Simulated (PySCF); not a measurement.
Run record: excited-state job, `C(c1c[se]cn1)F`.

Method: TDDFT PBE0/def2-SVPD, vertical, gas phase, core orbitals frozen in the response (PySCF 2.14.0, density-fitted response routines). Geometry: GFN2-xTB. The input is one job of a driver script: a line of settings, then coordinates in Å.

Command:
```bash
OMP_NUM_THREADS=1 python probes_run.py task.json out
```

Input:
```
{"job": {"kind": "uv", "xc": "PBE0", "basis": "def2-SVPD", "nstates": 8, "ntriplets": 3}, "charge": 0, "multiplicity": 1}
F     -2.364758     0.178369     0.795883
C     -1.560241    -0.521525    -0.063017
C     -0.145184    -0.039508     0.000318
C      0.313741     0.969400     0.793008
Se     2.130523     1.229345     0.548608
C      1.947599    -0.181220    -0.681148
N      0.765453    -0.653135    -0.797395
H     -1.967376    -0.391858    -1.072486
H     -1.619302    -1.578430     0.220643
H     -0.273693     1.553791     1.476535
H      2.778661    -0.562559    -1.246914
```

Give the output.

```
coarse grid: 48360 points
cycle   1  E = -2709.7894636121  dE =  2.840e-01  |g| = 4.772e-01  |ddm| = 6.286e+00
cycle   2  E = -2709.7318313536  dE =  5.763e-02  |g| = 7.194e-01  |ddm| = 2.224e+00
cycle   3  E = -2709.8313353126  dE = -9.950e-02  |g| = 9.018e-02  |ddm| = 1.546e+00
cycle   4  E = -2709.8326221027  dE = -1.287e-03  |g| = 5.782e-02  |ddm| = 2.743e-01
cycle   5  E = -2709.8333735913  dE = -7.515e-04  |g| = 7.417e-03  |ddm| = 1.285e-01
cycle   6  E = -2709.8333790701  dE = -5.479e-06  |g| = 4.483e-03  |ddm| = 1.666e-02
cycle   7  E = -2709.8333844020  dE = -5.332e-06  |g| = 9.577e-04  |ddm| = 1.027e-02
final grid: 101992 points
cycle   8  E = -2709.8333687596  dE =  6.973e-07  |g| = 1.854e-03  |ddm| = 7.028e-03
cycle   9  E = -2709.8333653788  dE =  3.381e-06  |g| = 3.907e-03  |ddm| = 1.403e-02
cycle  10  E = -2709.8333697417  dE = -4.363e-06  |g| = 1.762e-04  |ddm| = 9.302e-03
cycle  11  E = -2709.8333697467  dE = -5.011e-09  |g| = 4.182e-05  |ddm| = 2.539e-04
cycle  12  E = -2709.8333697471  dE = -4.184e-10  |g| = 9.024e-06  |ddm| = 7.654e-05
converged SCF energy = -2709.8333697471

Static polarisability (au): isotropic 77.201, principal 52.936 78.673 99.994

Singlet excitations
state   eV       nm        f      main configurations
  1   5.1868    239.0   0.00008   H-1->L 0.70, H->L+1 0.28
  2   5.2276    237.2   0.00058   H->L+1 0.69, H-1->L 0.29
  3   5.2403    236.6   0.06203   H->L 0.88
  4   6.0216    205.9   0.04320   H-2->L 0.81, H-1->L+1 0.09
  5   6.0862    203.7   0.00050   H-2->L+1 0.96
  6   6.5454    189.4   0.05939   H-1->L+1 0.76
  7   6.6987    185.1   0.02403   H->L+2 0.89
  8   6.8513    181.0   0.00154   H->L+4 0.72, H->L+3 0.15, H->L+2 0.08

Triplet excitations (Tamm-Dancoff, eV): 3.5876 4.6323 4.6844
```

The SCF starts on a coarse grid where the log names one; the energy can jump when the final grid takes over, and dE then counts from the start density on the new grid. H and L stand for HOMO and LUMO; the number after each pair is its weight.

Give S1 in cm⁻¹ and kJ/mol.

5.1868 eV × 8065.54 = 41834 cm⁻¹; × 96.485 = 500.4 kJ/mol.

Give the mean polarisability as a volume in Å³, and the ratio of the largest to the smallest principal value.

77.201 au × 0.148185 = 11.44 Å³; 99.994/52.936 = 1.89.

In short: HOMO -7.18 eV, LUMO -1.16 eV; lowest singlet 5.19 eV; lowest triplet 3.59 eV (Tamm–Dancoff); mean polarisability 77.2 au.

 The PBE0/def2-SVPD calculation is non-relativistic and has no spin–orbit coupling, an omission that weighs most on selenium.

Rough CPU time on one thread of a shared machine: about 90 s.

One conformer stands for the species.
Labels such as C1 count atoms from 1, the log's own numbers from 0.
